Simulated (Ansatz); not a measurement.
Isolated molecules relaxed with PBE0-D4/def2-TZVP in Ansatz; ΔE leaves out vibrations. CCSD(T)/CBS is the MP2 limit (def2-TZVPP, def2-QZVPP) plus CCSD(T) − MP2 in def2-TZVPP, frozen cores. Functionals use def2-TZVPP. B3LYP here is the variant with VWN-RPA as its local correlation; programs differ in this. One conformer a species, not always the lowest.

Reaction (formal exchange of groups at a B–O bond): `CNBOCF` + `CCB(O)S` → `CNBB(O)S` + `CCOCF`

```csv
level,ΔE (kJ/mol)
B3LYP-D4,187.2
ωB97M-V,193.6
B2PLYP,189.6
PBE,175.0
r2SCAN,189.8
HF/def2-TZVPP,198.9
MP2/def2-TZVPP,197.6
CCSD/def2-TZVPP,191.2
```

Question: What does CCSD(T)/CBS give? (Estimate.)

Answer: The calculation gave: +190.4 kJ/mol. The listed levels differ from it by -3.2, 3.2, -0.8, -15.4, -0.6, 8.5, 7.2, 0.8 kJ/mol.

Largest T1 diagnostic among the species: 0.014.

From PBE to PBE0 (25 % exact exchange), in def2-TZVPP and without D4, ΔE moves by +8.9 kJ/mol.
